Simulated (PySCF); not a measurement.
## Ge⁺: excitation energy

Ge⁺ [Ar] 3d10 4s2 4p1 (2P) → Ge⁺ [Ar] 3d10 4s1 4p2 (4P), as a difference of total energies. All numbers are calculated (PySCF 2.14, scalar relativity by spin-free X2C-1e, in x2c-QZVPPall (11s8p5d4f1g, 97 functions)). Correlated levels: valence: [Ar] 3d10 frozen. The calculations carry no spin-orbit coupling.

```tsv
method	excitation energy (cm⁻¹)	error (cm⁻¹)
UHF	39197	-12335
MP2 (valence)	45962	-5569
SCS-MP2 (valence)	48515	-3016
CCSD (valence)	47894	-3638
CCSD(T) (valence)	48063	-3469
```

Reference: 51531 cm⁻¹ (measured; NIST levels, between the centres of gravity of the two terms).

Errors of the correlated levels include the incompleteness of this basis and the frozen core.
